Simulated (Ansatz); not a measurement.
`O=Nc1ccccc1` and `CSc1ccccc1` differ in one atom or group.

Ansatz, PBE0-D4/def2-TZVP geometries, multiplicity 1. Each molecule was computed in one conformer, which needn't be the lowest.

```csv
property,`O=Nc1ccccc1`
LUMO energy (PBE/def2-TZVPP) / eV,-3.74
LUMO energy (B3LYP/def2-TZVPP) / eV,-2.97
HOMO energy (B3LYP/def2-TZVPP) / eV,-6.24
HOMO energy (PBE/def2-TZVPP) / eV,-4.75
LUMO energy (ωB97M-V/def2-TZVPP) / eV,-0.58
size of the dipole moment (B3LYP/def2-TZVPP) / D,3.78
```

Problem. What does the change do to each property? (An estimate is asked.)

Solution. The calculation gave: 
```
                                        property  `CSc1ccccc1`  shift
               LUMO energy (PBE/def2-TZVPP) / eV         -1.17   2.57
             LUMO energy (B3LYP/def2-TZVPP) / eV         -0.47   2.50
             HOMO energy (B3LYP/def2-TZVPP) / eV         -5.82   0.42
               HOMO energy (PBE/def2-TZVPP) / eV         -5.03  -0.28
           LUMO energy (ωB97M-V/def2-TZVPP) / eV          1.71   2.29
size of the dipole moment (B3LYP/def2-TZVPP) / D          1.27  -2.51
```

With PBE0 the HOMO rises by 0.48 eV and the LUMO rises by 2.47 eV, so the gap widens by about 1.99 eV. PBE moves the HOMO by -0.28 eV and ωB97M-V by 1.04 eV. Dipoles are sizes alone; their direction can turn.

B3LYP here is the variant with VWN-RPA as its local correlation; programs differ in this.
